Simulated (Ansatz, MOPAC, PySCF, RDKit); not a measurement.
Noncovalent pair: H2O (SMILES O) (first 3 atoms) with CH3F (SMILES CF); geometry from B3LYP-D3(BJ)/def2-TZVP, rigid monomers moved along the line of their centres of mass till H3···F5 is 1.80 Å.
(charge 0, multiplicity 1):
```xyz
8

O     -0.1214    -0.0633     0.5828
H      0.0078     0.6366    -0.0644
H     -0.4799     0.3723     1.3672
C      0.4519    -0.3140     3.6088
F     -0.4838     0.6250     3.1501
H     -0.0797    -1.0670     4.1893
H      0.9342    -0.7630     2.7420
H      1.1778     0.2078     4.2313
```

| level | interaction energy (kcal/mol) | minus MP2/CBS(aug-cc-pVDZ, aug-cc-pVTZ) + ΔCCSD(T)/aug-cc-pVDZ |
|---|---|---|
| UFF | 33.85 | 37.09 |
| AM1 | -0.88 | 2.36 |
| PM7 | 5.03 | 8.28 |
| HF/6-31G* | -1.51 | 1.73 |
| BP86/6-31G* (no counterpoise) | -5.42 | -2.18 |
| B3LYP/3-21G (no counterpoise) | -12.32 | -9.07 |
| B3LYP/6-311+G** (no counterpoise) | -2.96 | 0.29 |
| B3LYP-D3(BJ)/def2-TZVPPD | -3.20 | 0.05 |
| B3LYP-D4/def2-TZVPPD | -3.12 | 0.12 |
| PBE0-D4/def2-TZVPPD | -3.25 | -0.01 |
| M06-2X/6-31G* (no counterpoise) | -6.91 | -3.67 |
| MP2/6-31G* | -1.97 | 1.27 |
| SCS-MP2/aug-cc-pVTZ | -2.31 | 0.93 |
| MP2/CBS(aug-cc-pVDZ, aug-cc-pVTZ) + ΔCCSD(T)/aug-cc-pVDZ | -3.24 | 0.00 |

 The comparison column counts from a level with limits of its own.

The rows run from -12.32 (B3LYP/3-21G (no counterpoise)) to 33.85 kcal/mol (UFF).

Monomers are frozen at their geometry in the pair; levels with a basis set take the counterpoise correction. Rows marked so take none. RDKit's UFF carries no charges.

Correlated levels freeze the cores. CBS: X⁻³ extrapolation of the correlation energy, Hartree–Fock from the larger set. Rows in 3-21G, 6-311+G**, 6-31G* carry no dispersion term and start afresh at each structure (6-31G* with six Cartesian d functions). MP2/6-31G* freezes PySCF's default core. The state reached by AM1, PM7 isn't checked; PM7 holds dispersion and hydrogen-bond terms.

Run with Ansatz (an electronic-structure program) with Gaussian orbitals; MOPAC for AM1, PM7 (differences of heats of formation); PySCF for 3-21G rows, 6-311+G** rows, 6-31G* rows, the dispersion terms; RDKit for the force fields.
